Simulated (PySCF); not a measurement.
# How the method moves the HOMO and LUMO of `C#C[Si@@H](F)C(F)(F)F`

Species: C₃H₂F₄Si.
Structure used (PBE0-D3(BJ)/def2-SVP), in Å, numbered top down from 1:
```xyz
10
C3H2F4Si angstrom
C      2.630   -0.194    0.198
C      1.487    0.222    0.207
Si    -0.228    0.812    0.235
F     -0.429    2.015   -0.827
C     -1.378   -0.623   -0.331
F     -2.658   -0.227   -0.370
F     -1.300   -1.647    0.532
F     -1.060   -1.088   -1.543
H      3.641   -0.561    0.188
H     -0.653    1.271    1.576
```

Basis pcSseg-1 throughout (PySCF), one geometry. Isolated species at its PBE0-D3(BJ)/def2-SVP geometry, gas phase.

Q: How do the orbital energies, the gap and the dipole change with the method?

A: 
```tsv
method	kind	HOMO (eV)	LUMO (eV)	gap (eV)	μ (D)	SCF cycles
OPBE	GGA	-7.58	-2.01	5.56	2.48	17
B97-D	GGA	-7.61	-2.03	5.59	2.59	16
PBE	GGA	-7.62	-2.16	5.46	2.52	15
KT3	GGA	-7.65	-2.13	5.52	2.56	16
LDA	LDA	-7.82	-2.46	5.36	2.62	16
B97-2	global hybrid	-8.72	-1.29	7.43	2.79	15
BHandHLYP	global hybrid	-10.13	-0.25	9.88	3.03	13
CAM-B3LYP	range-separated hybrid	-10.35	-0.13	10.22	2.84	13
```

The HOMO spans 2.77 eV, from OPBE down to CAM-B3LYP, and the gap runs from 5.36 eV (LDA) to 10.22 eV (CAM-B3LYP). Over the methods OPBE (0 %), B97-D (0 %), PBE (0 %), KT3 (0 %), LDA (0 %), B97-2 (21 %), BHandHLYP (50 %), a straight line through the gap against the share of exact exchange rises by 0.88 eV for each 10 % (correlation coefficient 0.999). The dipole ranges from 2.48 D (OPBE) to 3.03 D (BHandHLYP). This basis has no diffuse functions.
